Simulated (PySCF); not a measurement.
PMDA, SMILES o1c(c2c(cc3c(=O)oc(=O)c3c2)c1=O)=O (C10H2O6) (GFN2-xTB optimised geometry):

```
18

O      2.249    -3.035     0.000
C      2.138    -1.853     0.000
O      3.211    -0.993     0.000
C      2.811     0.323     0.000
O      3.570     1.236     0.000
C      1.321     0.323     0.000
C      0.427     1.382     0.000
C     -0.908     1.012     0.000
C     -2.138     1.853     0.000
O     -2.249     3.035     0.000
O     -3.211     0.993     0.000
C     -2.811    -0.323     0.000
O     -3.570    -1.236     0.000
C     -1.321    -0.323     0.000
C     -0.427    -1.382     0.000
C      0.908    -1.012     0.000
H      0.746     2.412     0.000
H     -0.746    -2.412     0.000
```

Calculation: PBE0/def2-SVP in PySCF.

Question: What are the frontier orbital energies and the dipole moment?

Answer: HOMO-2 -9.51 eV, HOMO-1 -9.25 eV, HOMO -9.11 eV, LUMO -3.97 eV, LUMO+1 -3.02 eV; dipole moment 0.00 D.

On the same geometry PySCF with PBE/def2-SVP gives HOMO-2 -7.88 eV, HOMO-1 -7.38 eV, HOMO -7.28 eV, LUMO -4.59 eV, LUMO+1 -3.74 eV; dipole moment 0.00 D.

Meta-Löwdin charges at PBE0/def2-SVP: O1 -0.35, C2 0.49, O3 -0.31, C4 0.49, O5 -0.35, C6 -0.03, C7 -0.06, C8 -0.03, C9 0.49, O10 -0.35, O11 -0.31, C12 0.49, O13 -0.35, C14 -0.03, C15 -0.06, C16 -0.03, H17 0.15, H18 0.15.
